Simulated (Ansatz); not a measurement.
Gas-phase reaction in SMILES: O[Si](O)(O)Cl [chloro(trihydroxy)silane] + H+ -> O[Si](O)([OH2+])Cl
Geometries: B3LYP-D3(BJ)/def2-TZVP minima from Ansatz (an electronic-structure program), one conformer each, not searched for the lowest. Frequencies are from Ansatz.

Quantity: proton affinity (0 K, with B3LYP-D3(BJ) harmonic zero-point energies), positive where the reaction releases energy, in kcal/mol. Correlated levels leave the core frozen unless marked. No spin-orbit coupling. No relativistic terms. Basis-set limits of correlation are two-point, X^-3; Hartree-Fock from the larger set. The bracket is a focal-point correction in the basis named.

```csv
level,program,proton affinity (kcal/mol)
PBE0/STO-3G,Ansatz,243.3
LC-wPBE-D3(BJ)/def2-TZVPD,Ansatz + dftd3,179.3
wB97M-V/def2-TZVPD,Ansatz,175.9
B2GP-PLYP-D3(BJ)/def2-TZVPD,Ansatz + dftd3,176.9
CCSD/cc-pV(D+d)Z,Ansatz,185.6
CCSD(T)/6-31G,Ansatz,186.6
"RI-MP2/CBS(cc-pV(T+d)Z,cc-pV(Q+d)Z)+[CCSD(T)-MP2]/cc-pV(T+d)Z",Ansatz,177.9
```
